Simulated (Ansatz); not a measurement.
```xyz
2

Cu    0.0000    0.0000   -1.2054
Cu    0.0000    0.0000    1.2054
```

Basis set: cc-pVTZ (spherical functions). Left uncorrelated: 10 orbitals. Charge 0, multiplicity 1.

Computed with Ansatz (development build ahead of 0.2.0); each method stands on the lowest determinant of its kind that the runs found. Restricted open shells among the atoms or ions are ROHF, correlated in semicanonical orbitals with singles.

Problem. Give the atomization energy at this shape (free ground-state atoms in the same class of orbitals less the molecule, no zero-point energy) of singlet Cu₂ by RHF-MP2, RHF.

Solution.

```
 method  atomization energy
RHF-MP2      40.27 kcal/mol
    RHF      11.76 kcal/mol
```
